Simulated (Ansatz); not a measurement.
CH7AlClNSi, relaxed with RKS PBE0-D4/def2-TZVP in the Gaussian-basis code of Ansatz from a PBE-D4/def2-SVP geometry. The force threshold is 0.005 eV/Å; the program also tests the step.

Charge 0, multiplicity 1. The bonds changed during the relaxation, so this is another structure than the one it started from.

Start:

```xyz
12

N     0.198   -2.444   -0.478
Si   -0.421   -0.824   -0.660
C     0.557    0.638    0.039
Al   -0.306    2.344    0.588
Cl    0.658    0.501    1.942
H     0.155   -2.878    0.448
H     1.076   -2.694   -0.942
H    -0.495   -0.524   -2.136
H    -1.773   -0.799   -0.009
H     1.613    0.704   -0.293
H    -1.893    2.346    0.758
H     0.631    3.630    0.742
```

**Question.** How much energy does the relaxation release, and in how many steps? (Estimate.)

**Answer.** Ansatz gave: 0.06 eV, in 10 steps.

**Question.** Which bonds change most? (Estimate.)

**Answer.** Computed: Al4–Cl5 from 2.481 to 2.431 Å; C3–Cl5 from 1.910 to 1.869 Å; N1–Si2 from 1.743 to 1.712 Å; Si2–C3 from 1.893 to 1.868 Å.

**Question.** Give the relaxed structure. (Best estimate.)

**Answer.** Computed: 
```xyz
12

N     0.223   -2.386   -0.426
Si   -0.403   -0.811   -0.674
C     0.548    0.643    0.012
Al   -0.306    2.315    0.607
Cl    0.687    0.489    1.869
H     0.072   -2.866    0.446
H     1.069   -2.695   -0.876
H    -0.449   -0.544   -2.138
H    -1.753   -0.782   -0.061
H     1.577    0.730   -0.338
H    -1.871    2.308    0.829
H     0.606    3.600    0.751
```
